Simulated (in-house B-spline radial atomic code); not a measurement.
A fraction x of an electron is removed from 4d in the palladium ion Pd³⁺, starting from [Kr] 4d7 and keeping the highest spin. Method: scalar-relativistic (X2C) PBE, spin-polarised, spherical fractional occupations, Fermi nucleus of rms radius 4.5318 fm. Calculated with a radial B-spline atomic code at the basis-set limit.

```tsv
x	E(x) - E(0) (eV)	4d down level (eV)
0	0.0000	-40.261
0.04	1.6220	-40.837
0.25	10.5174	-43.890
0.31	13.1772	-44.771
0.43	18.6560	-46.545
0.5	21.9506	-47.587
0.62	27.7688	-49.386
0.72	32.7828	-50.896
0.81	37.4249	-52.263
0.94	44.3482	-54.253
1	47.6311	-55.177
```

The exact functional would give a straight line between the two integer points. Deviations E(x) - E(0) - x[E(1) - E(0)], in eV: -0.283 at x = 0.04, -1.39 at x = 0.25, -1.588 at x = 0.31, -1.825 at x = 0.43, -1.865 at x = 0.5, -1.762 at x = 0.62, -1.512 at x = 0.72, -1.156 at x = 0.81, -0.425 at x = 0.94.

The curve lies below the straight line by up to 1.865 eV (at x = 0.5): convex, the delocalisation error that favours fractional charges.

Problem. How well does Slater's transition state (minus the level at half occupation) give the ionisation energy?

Solution. It gives 47.587 eV against 47.631 eV from the two total energies; NIST lists 46.00 eV, ground level to ground level.
